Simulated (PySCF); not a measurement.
Lu²⁺: interval between two levels

Lu²⁺ [Xe] 4f14 6s1 [2S1/2, M_J = 1/2] → Lu²⁺ [Xe] 4f14 5d1 [2D5/2, M_J = 5/2], as a difference of total energies. All numbers are calculated (PySCF 2.14, the two-component X2C-1e Hamiltonian, in x2c-SVPall-2c with one added diffuse shell each of s, p, d type (8s11p10d2f1g, 114 functions)). Correlated levels: [Ar] 3d10 frozen; the 6 highest virtual spinors dropped. "Screened" scales the spin-orbit matrix elements by Boettger's factors to mimic the two-electron term; Breit and QED terms are absent.

```json
{"method": "GHF (screened spin-orbit)", "interval between two levels (cm⁻¹)": "8787.2"}
{"method": "GMP2 (screened spin-orbit)", "interval between two levels (cm⁻¹)": "9070.3"}
```
